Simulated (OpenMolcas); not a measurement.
Multiconfigurational calculation on C+

Input:

```
&GATEWAY
Coord
1

C 0.0 0.0 0.0
Basis=ANO-R2
Group=XYZ
NoMove
AngMom=0.0 0.0 0.0
AMFI
&SEWARD
* reference wave functions (RASSCF and RASSI steps not shown): 3 electrons in 4 orbitals (2s 2p)
>>> COPY JOB002 $Project.JobIph
&CASPT2
Multistate=3 1 2 3
NoMult
Frozen=0 0
IPEA=0.0
Shift=0.5
MaxIter=60
WThr=0.0 0.3 0.05
PrWF=0.5
NoMix
>>> COPY JOB003 $Project.JobIph
&CASPT2
Multistate=3 1 2 3
NoMult
Frozen=0 0
IPEA=0.0
Shift=0.5
MaxIter=60
WThr=0.0 0.3 0.05
PrWF=0.5
NoMix
>>> COPY JOB004 $Project.JobIph
&CASPT2
Multistate=5 1 2 3 4 5
NoMult
Frozen=0 0
IPEA=0.0
Shift=0.5
MaxIter=60
WThr=0.0 0.3 0.05
PrWF=0.5
NoMix
```

Launched by
```bash
OMP_NUM_THREADS=1 MOLCAS_MEM=2252 MOLCAS_PROJECT=a pymolcas a.inp > a.log  # once for each step of the input, in one work folder
```

Output, cut to the results:

```
--- CASPT2 ---
Orbital specifications:
      -----------------------

      Symmetry species                           1   2
                                                ag  au
      Frozen orbitals                            0   0
      Inactive orbitals                          1   0
      Active orbitals                            1   3
      Secondary orbitals                        12  16
      Deleted orbitals                           0   0
      Number of basis functions                 14  19
Type of calculation                        SS-CASPT2
      Fock operator                              state-specific
      IPEA shift                                 0.00
      Real shift                                 0.50
      Imaginary shift                            0.00
      The input orbitals will be transformed to quasi-canonical
Reference energy:         -37.3475879467
      E2 (Non-variational):      -0.0395219823
      Shift correction:          -0.0048388813
      E2 (Variational):          -0.0443608636
      Total energy:             -37.3919488103
      Residual norm:              0.0000001159
      Reference weight:           0.99041
      Contributions to the CASPT2 correlation energy
      Active & Virtual Only:         -0.0306037773
      One Inactive Excited:          -0.0036942015
      Two Inactive Excited:          -0.0052240035
Reference energy:         -37.3475879467
      E2 (Non-variational):      -0.0395219823
      Shift correction:          -0.0048388813
      E2 (Variational):          -0.0443608636
      Total energy:             -37.3919488103
      Residual norm:              0.0000001159
      Reference weight:           0.99041
      Contributions to the CASPT2 correlation energy
      Active & Virtual Only:         -0.0306037773
      One Inactive Excited:          -0.0036942015
      Two Inactive Excited:          -0.0052240035
::    CASPT2 Root  1     Total energy:    -37.39194881
::    CASPT2 Root  2     Total energy:    -37.39194881
::    CASPT2 Root  3     Total energy:    -37.39194881
--- CASPT2 ---
Orbital specifications:
      -----------------------

      Symmetry species                           1   2
                                                ag  au
      Frozen orbitals                            0   0
      Inactive orbitals                          1   0
      Active orbitals                            1   3
      Secondary orbitals                        12  16
      Deleted orbitals                           0   0
      Number of basis functions                 14  19
Type of calculation                        SS-CASPT2
      Fock operator                              state-specific
      IPEA shift                                 0.00
      Real shift                                 0.50
      Imaginary shift                            0.00
      The input orbitals will be transformed to quasi-canonical
Reference energy:         -37.1745758718
      E2 (Non-variational):      -0.0240298412
      Shift correction:          -0.0023549366
      E2 (Variational):          -0.0263847779
      Total energy:             -37.2009606497
      Residual norm:              0.0000001354
      Reference weight:           0.99531
      Contributions to the CASPT2 correlation energy
      Active & Virtual Only:         -0.0144113367
      One Inactive Excited:          -0.0041481627
      Two Inactive Excited:          -0.0054703418
Reference energy:         -37.1745758718
      E2 (Non-variational):      -0.0240298412
      Shift correction:          -0.0023549366
      E2 (Variational):          -0.0263847779
      Total energy:             -37.2009606497
      Residual norm:              0.0000001354
      Reference weight:           0.99531
      Contributions to the CASPT2 correlation energy
      Active & Virtual Only:         -0.0144113367
      One Inactive Excited:          -0.0041481627
      Two Inactive Excited:          -0.0054703418
::    CASPT2 Root  1     Total energy:    -37.20096065
::    CASPT2 Root  2     Total energy:    -37.20096065
::    CASPT2 Root  3     Total energy:    -37.20096065
--- CASPT2 ---
Orbital specifications:
      -----------------------

      Symmetry species                           1   2
                                                ag  au
      Frozen orbitals                            0   0
      Inactive orbitals                          1   0
      Active orbitals                            1   3
      Secondary orbitals                        12  16
      Deleted orbitals                           0   0
      Number of basis functions                 14  19
Type of calculation                        SS-CASPT2
      Fock operator                              state-specific
      IPEA shift                                 0.00
      Real shift                                 0.50
      Imaginary shift                            0.00
      The input orbitals will be transformed to quasi-canonical
Reference energy:         -36.9773880766
      E2 (Non-variational):      -0.0613869547
      Shift correction:          -0.0108187333
      E2 (Variational):          -0.0722056880
      Total energy:             -37.0495937646
      Residual norm:              0.0000000372
      Reference weight:           0.97882
      Contributions to the CASPT2 correlation energy
      Active & Virtual Only:         -0.0509070567
      One Inactive Excited:          -0.0049744406
      Two Inactive Excited:          -0.0055054573
Reference energy:         -36.9773880766
      E2 (Non-variational):      -0.0613791837
      Shift correction:          -0.0108161257
      E2 (Variational):          -0.0721953094
      Total energy:             -37.0495833860
      Residual norm:              0.0000000904
      Reference weight:           0.97883
      Contributions to the CASPT2 correlation energy
      Active & Virtual Only:         -0.0508992904
      One Inactive Excited:          -0.0049744634
...
```

Levels above the lowest, from the spin-orbit matrix with the single-state CASPT2 energies, averaged by term, on its diagonal:

| Configuration | Term | J | E (cm⁻¹) | Measured (cm⁻¹) | g | Term weight % |
| --- | --- | --- | --- | --- | --- | --- |
| 2s² 2p | ²P° | 1/2 | 0.0 | 0.0 | 0.666 | 100 |
| 2s² 2p | ²P° | 3/2 | 58.7 | 63.4 | 1.334 | 100 |
| 2s 2p² | ⁴P | 1/2 | 41922 | 43003 | 2.671 | 100 |
| 2s 2p² | ⁴P | 3/2 | 41943 | 43025 | 1.735 | 100 |
| 2s 2p² | ⁴P | 5/2 | 41977 | 43054 | 1.601 | 100 |
| 2s 2p² | ²D | 3/2 | 75179 | 74933 | 0.800 | 100 |
| 2s 2p² | ²D | 5/2 | 75179 | 74930 | 1.200 | 100 |

Against the 6 measured excited levels shown (NIST Handbook of Basic Atomic Spectroscopic Data) the mean absolute deviation is 620 cm-1; the largest miss in energy is 2s 2p² ⁴P_3/2: computed 41943, measured 43025 cm⁻¹ (-2.5 %), and the largest in proportion 2s² 2p ²P°_3/2 (-7.5 %).

Computed and measured levels are paired by configuration, term and J; levels that our copy of the source lacks, or whose pairing is in doubt (as where it misses far off the trend of its configuration), stay unpaired and out of the deviations. Only configurations of the active space appear. The first state left out of the spin-orbit step lies near 100000 cm-1 above the lowest spin-free state of the reference (among the parities and spins computed), and the list stops at four fifths of that energy or lower.

The CASPT2 steps took 1.7 s on 1 thread of Intel(R) Xeon(R) Platinum 8488C (Sapphire Rapids), on a shared host; the integral step is not counted.

The term weight is that of the spin-free term in the level, not the purity of its configuration. ° marks odd parity.
